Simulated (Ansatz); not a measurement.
`C[SiH](N)[GeH3]` → `[CH3][GeH3]` + `N[SiH]` at 700 K and 1 bar (silylene formation by 1,1-elimination).

Gas-phase electronic energies from Ansatz, PBE0-D4/def2-TZVP geometries. CCSD(T)/CBS is the MP2 limit (def2-TZVPP, def2-QZVPP) plus CCSD(T) − MP2 in def2-TZVPP, frozen cores. This one scheme is used for every species. For Ge outer-core shells are correlated without core-valence functions, which leaves a few kJ/mol of doubt a bond. Scalar relativity is left out up to krypton. Each species was taken in one conformer, which may not be the lowest.

```
          species  CCSD(T)/CBS energy (Eh)  H − E (kJ/mol)  S (J/(mol·K))
`C[SiH](N)[GeH3]`              -2463.40010           344.6          523.5
    `[CH3][GeH3]`              -2117.76728           208.6          348.2
         `N[SiH]`               -345.56329           124.5          297.7
```

H − E and S are ideal-gas, rigid-rotor, harmonic terms from PBE0-D4/def2-TZVP, for one conformer and one mirror image of each species. 1 Eh = 2625.50 kJ/mol, R = 8.31446 J/(mol·K).

By hand: ΔE, ΔH, ΔS and ΔG.

ΔE = (-2117.76728) + (-345.56329) − (-2463.40010) = 0.06953 Eh = 182.6 kJ/mol. Δ(H − E) = 208.6 + 124.5 − 344.6 = -11.5, so ΔH = 171.1 kJ/mol. ΔS = 348.2 + 297.7 − 523.5 = 122.4 J/(mol·K). ΔG = 171.1 − 700 × (122.4)/1000 = 85.4 kJ/mol.

By hand: the equilibrium constant, and the temperature at which ΔG would vanish if ΔH and ΔS stayed fixed.

log₁₀ K = −ΔG/(RT ln 10) = -6.4. ΔG = 0 at ΔH/ΔS = 1398 K.

The number of gas molecules changes by +1, which sets the sign of ΔS. A doubt of 5 kJ/mol in ΔE shifts log₁₀ K by 0.4 here. Other conformers and mirror images would add mixing entropy, several J/(mol·K) or more a flexible species. These are equilibria of isolated gas molecules and say nothing of rates. Largest T1 diagnostic: 0.015 (customary marks: 0.02 for closed shells, 0.045 for open ones).
